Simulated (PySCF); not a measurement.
**Structure elucidation problem**

Molecular formula: C4H8F2O2Si. Simulated spectra:

$^{1}$H NMR (600 MHz, computed): δ 5.09 (s, 2H), 3.99 (s, 3H), 3.91 (s, 3H).

$^{13}$C{$^{1}$H} NMR (computed): δ 165.7 (C), 124.6 (C), 60.3 (CH3), 54.5 (CH3).

All values are calculated (PySCF 2.14): GFN2-xTB structure, shielding tensors at PBE0/pcSseg-1 (GIAO). No solvent model, a single conformation, fast rotation and ring inversion assumed for equivalent nuclei, relativity neglected.

δ = σ(ref) − σ, references computed at the same level: $^{1}$H and $^{13}$C against TMS.

Q: Propose a structure and justify it.

A: 
- Rings plus π bonds: 1 (no ring in the answer).
- 4 carbon signals for 4 carbons: no two carbons are equivalent.
- Carbon types of the structure: 2 × C, 2 × CH3, leaving 2 H on heteroatoms.
- δC 165.7: β carbon of an enol-ether or enamine type C=C.
- δC 124.6: alkene carbon bearing oxygen; the olefinic region.
- δC 60.3, 54.5: methyl carbon bonded to O; the inductive effect lowers its shielding.
- δH 5.09: hydrogen on a silicon bonded to C, O.
- δH 3.99, 3.91: hydrogen on a methyl carbon bonded to O; its carbon carries O, an electronegative neighbour.

Structure: SMILES CO[SiH2]C(OC)=C(F)F.

This is the structure that produced the data.

Splittings by $^{19}$F in the carbon and heteronuclear signals aren't shown, as no couplings were computed. Shifts are as computed. Against solution values, carbons near 30 ppm lie about +3 ppm off and those near 130 ppm about +5 ppm. Of 1211 compounds with measured shifts, 218 miss one by over three times the rms of a fit or turn the order of signals round; such compounds aren't used in these exercises. No couplings were computed; multiplicities are counted from neighbouring protons, with m where these are inequivalent, close in shift, in a saturated or five-membered ring or joined by F or P, and br s for small geminal =CH2 splittings.
